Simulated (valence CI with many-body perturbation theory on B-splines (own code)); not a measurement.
Values are calculated unless marked as measured or tabulated.
**Hyperfine factors and g values of Ba⁴⁸⁺**

Method: valence CI with perturbative core correlation (CI+MBPT): six valence electrons over a frozen Dirac-Fock core [He], a basis of 9 s, 9 p, 8 d, 6 f, 3 g, 1 h functions for each j, with the one-electron correlation potential Σ1 (screened to all orders), the two-electron term Σ2, the three-electron term Σ3, Breit, model QED; selected single and double excitations, second order for the rest, scaled by the run's own slope (own B-spline code, finite nucleus).

The last digits are not significant, and no measured levels were compared; by estimate large intervals hold to a few tenths of a per cent, small ones and those within an open d or f shell to about a per cent. Among the levels kept, up to 2400 cm⁻¹ of a level comes from second order outside the variational space, and about a tenth of that is noise between levels of different J, which matters for small intervals.

A/g_I is the dipole constant over the nuclear g factor μ/I (μ in nuclear magnetons, uniformly magnetised nucleus), B/Q the quadrupole constant per barn. Both hold the static response of the core; the bare values leave it out. Large factors of s and p1/2 electrons are usually good to 5 to 10 %; those of open d and f shells near neutrality can be off by tens of per cent, and small factors of p3/2, d and f electrons come from cancelling terms and can be off by a factor of two or in sign, in half-filled shells by more. B is blank for J = 1/2, where it vanishes, and for nearly pure S terms. Energies count from the lowest level. Levels with J = 0 are left out.

Levels are named by their leading jj configuration (3d3/2^4 stands for four electrons in 3d with j = 3/2), which in mixed levels can hold well under half, so a name can repeat and another be missing. Letters in brackets count levels of one name in rising energy.

| Level | E (Ry) | g | A/g_I (MHz) | A/g_I bare | B/Q (MHz/b) | B/Q bare |
| --- | --- | --- | --- | --- | --- | --- |
| (2s^2 2p1/2^2 2p3/2^2) J=2 | 0.00 | 1.331 | 325000 | 334000 | 69600 | 69700 |
| (2s^2 2p1/2 2p3/2^3) J=1 | 28.93 | 1.483 | -150000 | -136000 | -316000 | -316000 |
| (2s^2 2p1/2 2p3/2^3) J=2 | 30.18 | 1.129 | 817000 | 819000 | -704000 | -705000 |
| (2s 2p1/2^2 2p3/2^3) J=2 | 49.00 | 1.480 | 1990000 | 1980000 | -629000 | -631000 |
| (2s 2p1/2^2 2p3/2^3) J=1 | 53.13 | 1.203 | -1290000 | -1250000 | -197000 | -198000 |
| (2s 2p1/2 2p3/2^4) J=1 | 80.92 | 1.254 | 4580000 | 4520000 | -115000 | -115000 |
| (2s^2 2p1/2^2 2p3/2 3s) J=2 | 354.12 | 1.518 | 729000 | 731000 | 597000 | 599000 |
| (2s^2 2p1/2^2 2p3/2 3s) J=1 | 354.62 | 1.181 | -82000 | -65200 | 310000 | 311000 |
| (2s^2 2p1/2^2 2p3/2 3p1/2) J=1 | 360.03 | 1.503 | 244000 | 257000 | 296000 | 297000 |
| (2s^2 2p1/2^2 2p3/2 3p1/2) J=2 | 360.16 | 1.192 | 400000 | 406000 | 581000 | 582000 |
| (2s^2 2p1/2^2 2p3/2 3p3/2) J=3 | 368.30 | 1.342 | 206000 | 212000 | 763000 | 765000 |
| (2s^2 2p1/2^2 2p3/2 3p3/2) J=1 | 368.31 | 1.372 | 203000 | 210000 | -300000 | -301000 |
| (2s^2 2p1/2^2 2p3/2 3p3/2) J=2 | 369.75 | 1.322 | 211000 | 217000 | 32600 | 32700 |
| (2s^2 2p1/2^2 2p3/2 3d3/2) J=2 | 374.67 | 1.033 | 185000 | 190000 | -5110 | -5090 |
| (2s^2 2p1/2^2 2p3/2 3d3/2) J=3 | 375.09 | 1.115 | 182000 | 187000 | 572000 | 573000 |
| (2s^2 2p1/2^2 2p3/2 3d3/2) J=1 | 375.28 | 1.122 | 181000 | 186000 | -246000 | -247000 |
| (2s^2 2p1/2^2 2p3/2 3d5/2) J=4 | 376.98 | 1.255 | 132000 | 135000 | 609000 | 611000 |
| (2s^2 2p1/2^2 2p3/2 3d5/2) J=2 | 377.58 | 1.251 | 45400 | 46500 | -414000 | -415000 |
| (2s^2 2p1/2^2 2p3/2 3d5/2) J=3 | 378.48 | 1.192 | 119000 | 122000 | -63300 | -63200 |
| (2s^2 2p1/2^2 2p3/2 3d5/2) J=1 | 379.04 | 1.034 | -201000 | -209000 | 65400 | 65600 |
| (2s^2 2p1/2 2p3/2^2 3s) J=2 [a] | 382.00 | 1.582 | 420000 | 426000 | 95200 | 95300 |
| (2s^2 2p1/2 2p3/2^2 3s) J=1 [a] | 382.62 | 1.306 | -552000 | -530000 | 26200 | 26200 |
| (2s^2 2p1/2 2p3/2^2 3s) J=3 | 383.61 | 1.314 | 925000 | 925000 | -4730 | -4750 |
| (2s^2 2p1/2 2p3/2^2 3s) J=2 [b] | 384.02 | 1.038 | 552000 | 560000 | -23300 | -23300 |
| (2s^2 2p1/2 2p3/2^2 3s) J=1 [b] | 386.25 | 1.315 | 2110000 | 2100000 | -12900 | -13000 |
| (2s^2 2p1/2 2p3/2^2 3p1/2) J=1 [a] | 387.79 | 1.644 | -222000 | -205000 | 37900 | 38000 |
| (2s^2 2p1/2 2p3/2^2 3p1/2) J=2 [a] | 388.32 | 1.210 | 376000 | 383000 | 14200 | 14200 |
| (2s^2 2p1/2 2p3/2^2 3p1/2) J=3 | 389.47 | 1.098 | 711000 | 714000 | -14200 | -14200 |
| (2s^2 2p1/2 2p3/2^2 3p1/2) J=2 [b] | 391.27 | 1.319 | 488000 | 496000 | 52100 | 52200 |
| (2s^2 2p1/2 2p3/2^2 3p1/2) J=1 [b] | 391.78 | 0.653 | 1460000 | 1450000 | -3540 | -3550 |
| (2s^2 2p1/2 2p3/2^2 3p3/2) J=3 [a] | 395.89 | 1.403 | 137000 | 144000 | 281000 | 281000 |
| (2s^2 2p1/2 2p3/2^2 3p3/2) J=2 [a] | 396.14 | 1.420 | -49300 | -40000 | 36600 | 36700 |

**Question.** Take the isotope of mass number 137, with I = 3/2, μ = 0.9375 μN and Q = 0.236 b. What is the hyperfine structure of (2s^2 2p1/2 2p3/2^3) J=2?

**Answer.** From the table A = 510000 MHz, B = -166000 MHz. Shifts from the centre of gravity in MHz: F = 1/2: -2440000, F = 3/2: -1530000, F = 5/2: -151000, F = 7/2: 1490000.
